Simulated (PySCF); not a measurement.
**A small calculation by hand: refractive index and permittivity of the vapour**

CBrF2, SMILES [C](F)(F)Br, multiplicity 2.

The structure is a stationary point at r2SCAN-D4/def2-SVP. The isomer is the one that the SMILES or the coordinates give; other isomers of the formula were not compared.

PBE/def2-TZVPD in PySCF gives a mean static polarisability of 40.6 bohr³ and a dipole moment of 0.20 D. Take an ideal gas at 298.15 K and 1 bar, whether or not the substance is that volatile.

**Question.** Work out n − 1 in the optical limit and the static ε − 1.

**Answer.** 
Polarisability volume α' = 40.6 × 0.148185 = 6.02 Å³. Number density N = p/kT = 2.43e-5 Å⁻³.
Dilute limit of Lorentz–Lorenz: n − 1 = 2π N α' = 0.00092.
Orientation term of Debye: μ²/(3kT) = 8.098 Å³ × μ²(D²) = 0.32 Å³.
ε − 1 = 4π N (α' + μ²/3kT) = 0.0019. Orientation of the dipole supplies 5 % of the static response; it can't follow optical fields. Vibrational polarisation and dispersion are left out.
